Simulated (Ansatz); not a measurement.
One change: `[F][Hf]([F])([SH])[Cl]` becomes `[F][Ti]([F])([SH])[Cl]`.

Ansatz, PBE0-D4/def2-TZVP geometries, multiplicity 1. Each molecule was computed in one conformer, which needn't be the lowest.

Elements past krypton have def2 core potentials. Scalar relativity is left out up to krypton.

```csv
property,`[F][Hf]([F])([SH])[Cl]`
LUMO energy (PBE/def2-TZVPP) / eV,-2.46
HOMO–LUMO gap (PBE0/def2-TZVPP) / eV,6.66
LUMO energy (ωB97M-V/def2-TZVPP) / eV,0.51
HOMO–LUMO gap (PBE/def2-TZVPP) / eV,4.55
HOMO energy (PBE0/def2-TZVPP) / eV,-8.24
zero-point energy (PBE0-D4/def2-TZVP) / kJ/mol,36.1
```

Question: Give the same properties after the change, and the shifts. (Best estimate.)

Answer: Ansatz gave: 
```tsv
property	`[F][Ti]([F])([SH])[Cl]`	shift
LUMO energy (PBE/def2-TZVPP) / eV	-4.20	-1.74
HOMO–LUMO gap (PBE0/def2-TZVPP) / eV	5.13	-1.53
LUMO energy (ωB97M-V/def2-TZVPP) / eV	-1.09	-1.60
HOMO–LUMO gap (PBE/def2-TZVPP) / eV	2.97	-1.58
HOMO energy (PBE0/def2-TZVPP) / eV	-8.41	-0.17
zero-point energy (PBE0-D4/def2-TZVP) / kJ/mol	39.9	3.8
```

With PBE0 the HOMO falls by 0.17 eV and the LUMO falls by 1.69 eV, so the gap narrows by about 1.52 eV. PBE moves the HOMO by -0.17 eV and ωB97M-V by -0.14 eV.
